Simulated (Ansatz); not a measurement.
Gas-phase electronic energies from Ansatz, PBE0-D4/def2-TZVP geometries. CCSD(T)/CBS is the MP2 limit (def2-TZVPP, def2-QZVPP) plus CCSD(T) − MP2 in def2-TZVPP, frozen cores. This one scheme is used for every species. Functionals use def2-TZVPP. One conformer a species, not always the lowest.

Consider the formal exchange of groups at the Si–O bond: `CO[Si](O)(Cl)Cl` + `CCOC` → `O[SiH](Cl)Cl` + `COCCOC`.

```csv
level,ΔE (kcal/mol)
ωB97X-V,43.7
B2PLYP,44.9
```

Problem. What does CCSD(T)/CBS give? (Estimate.)

Solution. The calculation gave: +45.5 kcal/mol. The listed levels differ from it by -1.8, -0.6 kcal/mol.

Largest T1 diagnostic among the species: 0.010.

From PBE to PBE0 (25 % exact exchange), in def2-TZVPP and without D4, ΔE moves by +1.6 kcal/mol. The D4 term adds +1.0 kcal/mol with B3LYP and +0.5 kcal/mol with PBE0; it sums over pairs of atoms, weighted by their polarisabilities, and B3LYP, whose exchange is more repulsive, gets the larger term.

B3LYP here is the variant with VWN-RPA as its local correlation; programs differ in this.
